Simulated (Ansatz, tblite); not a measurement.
Cost and result up the ladder for the cluster Cd₂O₂⁻ (4 atoms). Total charge -1; doublet. Geometry: PBE0-D4/def2-TZVPD.

| atom | x (Å) | y (Å) | z (Å) |
| --- | --- | --- | --- |
| Cd1 | 2.191 | -0.546 | 1.614 |
| Cd2 | -0.719 | 0.153 | -0.521 |
| O3 | 0.916 | 0.663 | 0.364 |
| O4 | -2.388 | -0.270 | -1.457 |

Ansatz on 4 threads of Intel Xeon on a shared host; xTB runs through tblite on one thread. Times are rough, summed over both states, and most runs start from the orbitals of an earlier one. RPA@PBE/def2-TZVPD serves as the yardstick here, not as an exact answer. Differences are given only for rows in sets of like size (and for xTB, whose basis is part of the method), since another set adds its own error. The other state is a quartet at its own geometry, which has other bonds, so the gap mixes isomer and spin.

In the def2 sets Cd takes a core potential; there is no spin–orbit coupling. The xTB rows come from tblite. LC-ωPBE has ω = 0.4 bohr⁻¹. B3LYP takes the VWN-RPA correlation. HSE06 is defined as in plane-wave codes, on full-range PBE exchange. Correlated methods freeze 2 core orbitals; core or outer-core shells of Cd are correlated, in sets that lack core-valence functions. The rows differ in basis, and correlated rows in double-zeta sets carry the largest basis error. In CCSD on the charge -1 quartet the largest single amplitude is 0.16, so its Hartree–Fock determinant may place the open shell otherwise than the density functionals do. The structure comes from a short search, and lower isomers may exist.

Run but left out: MP2/def2-SVPD, MP2/def2-TZVPD (quartet: ⟨S²⟩ 3.90 to 3.91, where a pure state has 3.75).

Correlated methods converge slowly with the basis, most of all in double-zeta sets.

xTB has no spin-polarisation term.

```csv
level,functions,quartet − doublet (eV),difference from RPA@PBE/def2-TZVPD (eV),remarks
GFN1-xTB,16,2.50,0.75,–
CCSD(T)/def2-SVPD,114,1.26,–,spin-contaminated (⟨S²⟩ 3.90) (quartet)
GFN2-xTB,16,2.90,1.14,–
PBE-D4/def2-TZVPD,160,1.89,0.13,HOMO above zero (quartet)
B3LYP-D4/def2-TZVPD,160,1.50,-0.26,–
HSE06-D4/def2-TZVPD,160,1.34,-0.42,HOMO above zero (quartet)
LC-ωPBE/def2-TZVPD,160,1.13,-0.63,–
r2SCAN-D4/def2-TZVPD,160,1.47,-0.28,HOMO above zero (quartet)
CAM-B3LYP-D4/def2-TZVPD,160,1.30,-0.45,–
RPA@PBE/def2-TZVPD,160,1.76,0.00,–
PBE0-D4/def2-TZVPD,160,1.30,-0.46,–
```

**Question.** Estimate how long each takes.

**Answer.** GFN1-xTB 0.012 s; GFN2-xTB 0.015 s; PBE-D4/def2-TZVPD 18 s; RPA@PBE/def2-TZVPD 21 s; PBE0-D4/def2-TZVPD 28 s; B3LYP-D4/def2-TZVPD 30 s; HSE06-D4/def2-TZVPD 31 s; CAM-B3LYP-D4/def2-TZVPD 36 s; r2SCAN-D4/def2-TZVPD 38 s; LC-ωPBE/def2-TZVPD 60 s; CCSD(T)/def2-SVPD 6.5 min. On shared hardware such times vary by a factor of up to 3.
